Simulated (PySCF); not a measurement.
BrF3Si.

```xyz
5

F      1.2930    -0.7465    -1.3619
Si     0.0000     0.0000    -0.7989
F      0.0000     1.4930    -1.3619
F     -1.2930    -0.7465    -1.3619
Br     0.0000     0.0000     1.3702
```

Geometry: r2SCAN-D4/def2-SVP.

Calculation: PySCF with PBE/pcSseg-1. Non-relativistic, no solvent.

Computed absolute GIAO shielding of each atom: isotropic value and principal components (ppm):
| atom | σ(iso) | σ11 | σ22 | σ33 | span |
|---|---|---|---|---|---|
| F1 | 275.9 | 222.3 | 222.9 | 382.6 | 160.3 |
| Si2 | 391.5 | 375.0 | 375.0 | 424.6 | 49.6 |
| F3 | 275.9 | 222.3 | 222.9 | 382.6 | 160.3 |
| F4 | 275.9 | 222.3 | 222.9 | 382.6 | 160.3 |
| Br5 | 2548.5 | 2333.3 | 2333.3 | 2978.8 | 645.6 |
